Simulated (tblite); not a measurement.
C4H11PSSi.
Structure used (GFN2-xTB), in Å, numbered top down from 1:
```
atom  x, y, z in Å
C1    -2.022    1.171    0.674
C2    -1.477    0.308   -0.455
Si3    0.380   -0.051   -0.214
P4     1.432    1.809    0.502
C5     1.258   -0.862   -1.715
S6     1.743   -2.344   -0.755
C7     0.808   -1.700    0.689
H8    -3.061    1.438    0.494
H9    -1.442    2.089    0.757
H10   -1.964    0.645    1.625
H11   -1.613    0.833   -1.400
H12   -2.048   -0.617   -0.519
H13    1.110    1.595    1.831
H14    2.671    1.205    0.643
H15    0.631   -1.154   -2.552
H16    2.141   -0.355   -2.095
H17   -0.017   -2.367    0.923
H18    1.463   -1.635    1.555
```

Computed with GFN2-xTB (tblite): harmonic, unscaled wavenumbers at the GFN2-xTB geometry, gas phase. Errors from tens to a few hundred cm⁻¹ against measured bands are possible. Modes of hydrogen on phosphorus can be 10 to 20 % off. One conformer, not necessarily the lowest.

Harmonic wavenumbers (cm⁻¹): 32.8, 39.3, 97.6, 116.1, 134.9, 143.4, 172.4, 251.3, 256.9, 359.3, 477.5, 653.3, 662.8, 673.9, 684.2, 698.9, 703.0, 711.8, 735.3, 755.8, 794.6, 972.0, 981.5, 992.4, 1017.1, 1079.0, 1109.2, 1118.6, 1134.3, 1230.9, 1275.1, 1417.0, 1436.5, 1443.5, 1465.3, 1503.7, 1506.9, 2296.4, 2375.3, 2980.8, 2989.5, 2992.9, 2999.6, 3005.0, 3008.6, 3010.9, 3026.4, 3034.9.

A = 2002, B = 989.9, C = 796.1 MHz; mass 150.009 u (most abundant isotopes); point group C1, symmetry number 1.

Q: What is the zero-point energy?

A: ½Σν̃ = 30279 cm⁻¹ = 86.57 kcal/mol.

Q: Give the ideal-gas entropy at 200 K and 1 bar in the rigid-rotor, harmonic-oscillator model (classical rotation).

A: Translation 38.97, rotation 28.51, vibration 24.13: S = 91.6 cal/(mol K).

Q: And Cp and H(200 K) − H(0)?

A: Cp = 29.93 cal/(mol K), of which vibrations give 21.99 (their classical limit is 48 R = 95.4); H(200 K) − H(0) = 4.03 kcal/mol without the zero-point energy, 2.44 from vibrations.

Q: How do the functions run with temperature in this model?

A: 
```
T (K)  S (cal/(mol K))  Cp (cal/(mol K))  H − H(0) (kcal/mol)  G − H(0) (kcal/mol)  ln q(vib)
  100             74.3              21.1                 1.48                -5.95       2.75
  300            105.6              39.7                 7.51               -24.17       8.96
  500            130.0              56.3                17.21               -47.79      14.48
  800            160.1              71.8                36.63               -91.49      22.05
 1000            176.9              78.7                51.71              -125.23      26.63
```

q(vib) and H(0) count from the zero-point level.

Q: Which modes carry the vibrational entropy at 200 K?

A: 32.8 cm⁻¹: 4.86; 39.3 cm⁻¹: 4.50; 97.6 cm⁻¹: 2.73; 116.1 cm⁻¹: 2.40; 134.9 cm⁻¹: 2.12; 143.4 cm⁻¹: 2.01 cal/(mol K); the other 42 give 5.50 together.

Hindered rotation and anharmonicity are outside this model. Other conformers, if any are populated, would add a mixing term that is left out. The structure is chiral; the term R ln 2 for an equal mix with its mirror image is left out.

The run took 1.4 s on Arm Neoverse N1, one thread, no GPU, on a shared host. The figure is for the frequency step alone.
